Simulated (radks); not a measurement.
Results of a calculation; reference values are marked as such.
Species: the gold ion Au11+. Configuration: [Xe] 4f14.

Code: a radial shooting solver on a logarithmic mesh with Libxc functionals. Model: scalar-relativistic Kohn-Sham, r2SCAN, spin-polarised, spherical densities, finite nucleus; meta-GGA in the generalised Kohn-Sham scheme; Fermi nuclear charge, rms radius 5.4371 fm.

Energy parts (Ry):
total: -37953.2031
kinetic: 42453.5193
electron-nucleus: -93424.9187
Hartree: 13729.7221
exchange-correlation: -711.5257

Orbitals (lengths in bohr, moments of r in powers of bohr; r(max) is where P^2 peaks):
orbital  occ.  eigenvalue (Ry)   r(max)   <1/r>       <r^4>
1s          2        -5956.648  0.01042   95.70   4.253e-07
2s          2        -1065.275  0.06015   22.46  0.00006228
2p          6        -922.9181  0.04981   19.97  0.00005058
3s          2        -263.3623   0.1695   8.340    0.002244
3p          6        -221.8811   0.1688   7.603    0.002470
3d         10        -177.4666   0.1377   7.146    0.001903
4s          2        -68.92133   0.3825   3.566     0.05018
4p          6        -55.24756   0.4024   3.225     0.06680
4d         10        -38.73287   0.4099   2.893     0.09167
5s          2        -21.87533   0.8344   1.525       1.081
4f         14        -20.39342   0.3753   2.488      0.1606
5p          6        -17.88473   0.9191   1.352       1.639
5d          0        -12.90391    1.057   1.139       3.121
6s          0        -10.00737    1.661  0.7983       13.80

The highest occupied level is 5p at -243.33 eV. The electron density at the nucleus is 2.301e+06 e/bohr^3 (large components only).
